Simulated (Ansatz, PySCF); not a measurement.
C3H9As, triplet, at the geometry of the source list (a higher spin typed on purpose: for a closed-shell molecule this is an excited state), with bond 10-3 at 1.8 times its length. Base run: CASSCF(4,6)/STO-3G in PySCF.

Here is a job for PySCF.
```python
from pyscf import gto, scf, mcscf
import numpy

mol = gto.M(
    atom='''
C    -0.40500000    1.62680000    0.26960000
As   -0.16110000   -0.17910000    1.03010000
C     1.60420000   -0.52050000    0.21830000
C    -1.22380000   -1.13360000   -0.33310000
H    -0.13540000    1.63950000   -0.78570000
H     0.22180000    2.34580000    0.79900000
H    -1.44360000    1.94600000    0.37520000
H     1.57940000   -0.31880000   -0.85120000
H     1.89870000   -1.55860000    0.37170000
H     2.96158000    0.62682000    1.05386000
H    -0.95720000   -0.80180000   -1.33470000
H    -1.04830000   -2.20550000   -0.26370000
H    -2.28810000   -0.95710000   -0.17800000
''',
    basis='sto-3g',
    spin=2,
    verbose=4,
)

mf = scf.ROHF(mol)
mf.kernel()
mc = mcscf.CASSCF(mf, 6, 4)
mc.fix_spin_(ss=2.0)
mc.kernel()
occ = numpy.linalg.eigvalsh(mc.fcisolver.make_rdm1(mc.ci, mc.ncas, mc.nelecas))[::-1]
ss = mc.fcisolver.spin_square(mc.ci, mc.ncas, mc.nelecas)[0]
print('natural occupations', occ.round(4), ' <S^2>', round(ss, 4))
```

Programs used: Ansatz (a quantum-chemistry and plane-wave program), PySCF; a row that names a program was run with it.

Each row names what was changed in the base input (with any setting that the change needs).

```csv
change,ΔE vs base (kcal/mol),natural occupations,<S^2> of the state
base,0.000,1.97 1.00 1.00 0.03 0.00 0.00,2.00
solver = newton,0.000,1.97 1.00 1.00 0.03 0.00 0.00,2.00
fix_spin_ = off,0.000,1.97 1.00 1.00 0.03 0.00 0.00,2.00
"code = ansatz; correction = SC-NEVPT2, all electrons",-102.8,-,-
state_average = 2 states,6.70,-,-
"active space = 8 electrons, 9 orbitals",-20.23,1.97 1.97 1.97 1.00 1.00 0.03 0.03 0.03 0.00,2.00
"active space = 8 electrons, 8 orbitals",-19.88,1.97 1.97 1.97 1.00 1.00 0.03 0.03 0.03,2.00
orbitals = fixed (CASCI),8.13,1.99 1.00 1.00 0.01 0.01 0.00,2.00
conv_tol = 1e-5,0.004,1.97 1.00 1.00 0.03 0.00 0.00,2.00
orbitals = fixed (CASCI); correction = SC-NEVPT2,-100.6,1.99 1.00 1.00 0.01 0.01 0.00,2.00
code = ansatz,0.017,-,-
```

Active orbitals are taken around the Fermi level unless the row says otherwise; CASSCF can end in different local minima, and two programs can end on different orbitals. State-averaged rows give the lowest state.

Open shells are given as the SCF converged; they aren't shown to be the lowest states, and a large step between rows can be another state.
